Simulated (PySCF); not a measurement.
Ligands exchanged one at a time, In F-H. All species are isolated molecules in the gas phase. Strings in code marks are SMILES.

The dipole moment from two functionals at the same geometries (CAM-B3LYP-D3(BJ)/def2-TZVP), both in PySCF: PBE-D3(BJ)/def2-TZVP and TPSSh-D3(BJ)/def2-TZVP. 

| species | PBE-D3(BJ)/def2-TZVP (D) | TPSSh-D3(BJ)/def2-TZVP (D) |
|---|---|---|
| 0 of 3 F replaced by H (`[F][In]([F])[F]`) | 0.00 | 0.00 |
| 1 of 3 F replaced by H (`[F][InH][F]`) | 3.32 | 3.37 |
| 2 of 3 F replaced by H | 2.86 | 2.94 |
| 3 of 3 F replaced by H (`[InH3]`) | 0.00 | 0.00 |

Over these rows, drawn at random from the members with no instability flagged (it was tested for open shells, ions and some series alone), PBE minus TPSSh-D3(BJ): mean -0.03 D, from -0.09 D to 0.00 D.
